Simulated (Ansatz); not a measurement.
`[OH][GaH][BH]BF` + CH₄ → `CBBF` + `[OH][GaH2]`  (formal exchange of groups at a B–Ga bond)

Computed with Ansatz on PBE0-D4/def2-TZVP structures; ΔE is electronic, products minus reactants. CCSD(T)/CBS is the MP2 limit (def2-TZVPP, def2-QZVPP) plus CCSD(T) − MP2 in def2-TZVPP, frozen cores. This one scheme is used for every species. Functionals use def2-TZVPP. For Ga outer-core shells are correlated without core-valence functions, which leaves a few kJ/mol of doubt a bond. Scalar relativity is left out up to krypton. One conformer a species, not always the lowest.

```json
{"level": "r2SCAN0-D4", "ΔE (kcal/mol)": "1.0"}
{"level": "ωB97X-V", "ΔE (kcal/mol)": "0.1"}
{"level": "CAM-B3LYP", "ΔE (kcal/mol)": "-0.3"}
{"level": "CCSD/def2-TZVPP", "ΔE (kcal/mol)": "1.0"}
```

Q: What does CCSD(T)/CBS give? (Best estimate.)

A: Ansatz gave: +1.7 kcal/mol. The listed levels differ from it by -0.7, -1.6, -2.0, -0.7 kcal/mol.

Largest T1 diagnostic among the species: 0.015.

From BLYP to BHLYP (50 % exact exchange), in def2-TZVPP and without D4, ΔE moves by −2.2 kcal/mol. In def2-TZVPP, CCSD(T) changes the Hartree–Fock value by +2.9 kcal/mol (the triples alone add +0.4 kcal/mol) and MP2 by +2.2 kcal/mol. Leaving LDA and LC-ωPBE aside and taking each functional with its dispersion term where it has one, the values, not all of them listed here, spread over 2.8 kcal/mol, from ωB97M-V to PBE-D4. LDA lies −1.5 kcal/mol from PBE without D4.

CCSD(T)/CBS has its own doubt, a few kJ/mol and more with outer-core shells, so smaller differences from it don't rank the levels.
